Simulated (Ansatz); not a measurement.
Mulliken charges of CH₃NO₄Ti (`O=C=[N][Ti]([OH])([OH])[OH]`) from PBE/def2-TZVPP in Ansatz (PBE0-D4/def2-TZVP geometry).

```csv
atom,x (Å),y (Å),z (Å),charge (e)
O1,1.772,-2.760,1.815,-0.178
C2,1.214,-1.878,1.292,0.101
N3,0.633,-0.972,0.765,-0.250
Ti4,-0.149,0.437,-0.254,0.973
O5,-1.266,-0.286,-1.443,-0.413
O6,-1.010,1.535,0.856,-0.413
O7,1.112,1.369,-1.116,-0.410
H8,-2.210,-0.257,-1.600,0.198
H9,-1.411,1.439,1.720,0.197
H10,1.398,1.321,-2.030,0.195
```

By hand: the dipole of these point charges (1 e Å = 4.8032 D).

Σ q r = (-0.455, 0.383, -0.305) e Å, of length 0.668 e Å = 3.21 D.

How does the dipole of the full density compare? (Best estimate.)

Ansatz gave: (-0.545, 0.273, -0.280) e Å, 3.22 D; the point charges give 1.00 times that, at 12° from its direction.

Point charges leave out the atoms' own dipoles, such as those of lone pairs, and Mulliken's split depends on the basis, so the close match here is no proof of good charges.
